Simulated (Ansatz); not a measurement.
Reaction (atomization): `F[C@@H]1C[C@@H](F)C1(F)F` → 4 C• + 4 F• + 4 H•

Program: Ansatz. Geometries: PBE0-D4/def2-TZVP. ΔE: electronic, gas phase. CBS: MP2 limit from def2 TZ/QZ plus the TZ coupled-cluster correction, frozen cores. This one scheme is used for every species, atoms too. For atomizations the MP2-based limit and the directly extrapolated one differ by several kJ/mol either way, and by 10 to 25 for some Ge, Se and Sn compounds, so smaller differences from it don't rank the levels. Functionals use def2-TZVPP. B3LYP here is the variant with VWN-RPA as its local correlation; programs differ in this. HSE06 is defined as in plane-wave codes. No spin–orbit coupling; open shells (•) take unrestricted orbitals. Spin–orbit coupling would lower the free atoms: a little for C, F.

`F[C@@H]1C[C@@H](F)C1(F)F`:

```xyz
12

F    -0.420    0.314    2.009
C    -0.433    0.721    0.702
C    -1.022   -0.351   -0.230
C     0.399   -0.875   -0.485
F     0.722   -1.229   -1.756
C     0.930    0.473    0.022
F     1.114    1.350   -0.985
F     2.023    0.472    0.791
H    -0.821    1.738    0.641
H    -1.438    0.099   -1.132
H    -1.739   -1.034    0.221
H     0.684   -1.676    0.201
```

```tsv
level	ΔE (kcal/mol)	difference from CCSD(T)/CBS
PBE-D4	1244.6	53.2
B3LYP-D4	1186.9	-4.5
HSE06-D4	1208.7	17.3
PBE	1238.8	47.4
r2SCAN	1199.8	8.4
CCSD/def2-SVP	1124.6	-66.8
CCSD(T)/def2-SVP	1139.4	-52.0
CCSD/def2-TZVPP	1137.3	-54.1
HF/def2-QZVPP	839.9	-351.5
MP2/CBS(def2)	1233.2	41.8
CCSD(T)/CBS	1191.4	0
```

Largest T1 diagnostic among the species: 0.012.

The D4 term adds +9.1 kcal/mol with B3LYP and +4.8 kcal/mol with PBE0; it sums over pairs of atoms, weighted by their polarisabilities, and B3LYP, whose exchange is more repulsive, gets the larger term. From PBE to PBE0 (25 % exact exchange), in def2-TZVPP and without D4, ΔE moves by −36.1 kcal/mol: exact exchange takes away binding that semilocal exchange gives to molecules.
